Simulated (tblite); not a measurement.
Input of a run (GFN2-xTB geometry optimisation, gas phase (tblite 0.8.0)), started from a force field or distance geometry:
```
{"job": {"kind": "relax", "xc": "GFN2-xTB", "basis": "xTB"}, "charge": 0, "multiplicity": 1}
C     -1.756100     0.994700    -1.026600
C     -1.168000     0.521900     0.287500
C     -1.984400    -0.627000     0.893600
C      0.290600     0.145400     0.141400
C      1.306700     0.750700     0.798700
Si     2.964500    -0.000900     0.350400
C      2.041500    -1.182500    -0.764600
C      0.721800    -0.951200    -0.720500
H     -1.801800     0.192100    -1.769200
H     -1.182600     1.820200    -1.443400
H     -2.789700     1.359600    -0.874300
H     -1.232800     1.355500     1.002900
H     -2.049200    -1.483800     0.226000
H     -3.015900    -0.292300     1.078300
H     -1.574700    -0.954000     1.844700
H      1.233500     1.579500     1.493800
H      3.605300    -0.679900     1.509600
H      3.831500     0.930300    -0.407300
H      2.550200    -1.937100    -1.332400
H      0.004600    -1.530600    -1.291800
```

Output (eV, eV/Å):
```
step      E/eV     max force
  0    -619.70539    0.853
  1    -619.73786    0.468
  2    -619.75247    0.430
  3    -619.77268    0.435
  4    -619.78637    0.284
  5    -619.79859    0.234
  6    -619.80483    0.138
  7    -619.80818    0.141
  8    -619.81025    0.142
  9    -619.81168    0.113
 10    -619.81273    0.076
 11    -619.81360    0.065
 12    -619.81434    0.076
 13    -619.81496    0.063
 14    -619.81546    0.054
 15    -619.81594    0.059
 16    -619.81643    0.059
 17    -619.81691    0.060
 18    -619.81738    0.051
 19    -619.81783    0.055
 20    -619.81825    0.068
 21    -619.81861    0.061
 22    -619.81891    0.042
 23    -619.81920    0.040
 24    -619.81946    0.040
 25    -619.81965    0.027
 26    -619.81978    0.028
 27    -619.81987    0.023
 28    -619.81995    0.020
 29    -619.82001    0.015
 30    -619.82005    0.010
 31    -619.82007    0.012
 32    -619.82010    0.013
 33    -619.82012    0.010
 34    -619.82013    0.011
 35    -619.82014    0.009
```

Summarise the run.

The energy falls by 0.115 eV over 35 L-BFGS steps, the largest force on an atom goes from 0.85 to 0.009 eV/Å, and the atoms move by 0.065 Å rms after alignment. The bond that changes most is Si6–H17 (SiH2 silicon to Si–H hydrogen), which shortens by 0.025 Å. Bonds longer at the end by more than 0.005 Å: 4 of 20; shorter: 8. Among the angles that change most is Si6–C5–H16, from 121.3° to 127.9°. The energy never rose by more than 1e-5 eV on the way. The first step brought 28 % of the lowering.

What are the final bond lengths?

C1–C2 1.530 Å, C2–C3 1.531 Å, C2–C4 1.504 Å, C4=C5 1.342 Å, C5–Si6 1.881 Å, Si6–C7 1.886 Å, C7=C8 1.337 Å, C4–C8 1.464 Å, C1–H9 1.087 Å, C1–H10 1.088 Å, C1–H11 1.088 Å, C2–H12 1.096 Å, C3–H13 1.087 Å, C3–H14 1.088 Å, C3–H15 1.088 Å, C5–H16 1.078 Å, Si6–H17 1.464 Å, Si6–H18 1.464 Å, C7–H19 1.078 Å, C8–H20 1.081 Å. Numbering counts from 1 in the input's order; the species is `CC(C)C1=C[SiH2]C=C1`.

Its GFN2-xTB frequencies are all real (lowest 52 cm⁻¹). One conformer, not necessarily the lowest. 2 starts were optimised and ended at 0.00 and 0.02 kcal/mol (GFN2-xTB); the lowest of these is shown.

The values belong to the conformer `[CH3:1][CH:2]([CH3:3])[C:4]1=[CH:5][SiH2:6][CH:7]=[CH:8]1`: C1–C2–C4–C5 118°.

All values are computed, not measured.
